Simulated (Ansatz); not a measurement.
This geometry of CH$_{6}$SSeSi (10 atoms, charge 0, multiplicity 1) is a first-order saddle point.

Method: Ansatz 0.2.0, RKS B3LYP-D4/def2-SVP.

```xyz
10
Properties=species:S:1:pos:R:3
C -1.479 1.033 -0.671
Se -0.651 1.050 1.127
Si 0.670 -0.785 0.811
S 2.136 -0.459 -0.761
H -0.721 1.226 -1.442
H -2.220 1.843 -0.679
H -1.983 0.075 -0.856
H -0.191 -1.949 0.456
H 1.378 -1.038 2.095
H 3.144 -1.049 -0.077
```

(1) Which two structures does it join? (They come from a converged band through this point; their orientation in space is the band's.)

(2) How far does it lie above each of them?

Results:

(1) No bond is made or broken. The dihedral H9–Si3–S4–H10 goes from -62 to 108°.

Initial state:

```xyz
10
Properties=species:S:1:pos:R:3
C -1.231 1.157 -0.583
Se -0.508 0.869 1.235
Si 0.540 -1.115 0.802
S 1.919 -0.988 -0.861
H -0.433 1.016 -1.323
H -1.594 2.192 -0.616
H -2.062 0.466 -0.777
H -0.401 -2.187 0.375
H 1.208 -1.485 2.080
H 2.645 0.023 -0.329
```

Final state:

```xyz
10
Properties=species:S:1:pos:R:3
C -1.225 1.255 -0.501
Se -0.632 0.914 1.355
Si 0.658 -0.913 0.912
S 2.164 -0.411 -0.570
H -0.357 1.237 -1.172
H -1.680 2.254 -0.505
H -1.968 0.507 -0.808
H -0.115 -2.062 0.358
H 1.251 -1.287 2.224
H 1.986 -1.544 -1.290
```

(2) 0.145 eV above the first and 0.087 eV above the second. This is the barrier of this one path; another mechanism may lie lower.

Time of the run: 3.3 min on 2 threads of Arm Neoverse V2, with other jobs on the host, peak memory 0.28 GiB.
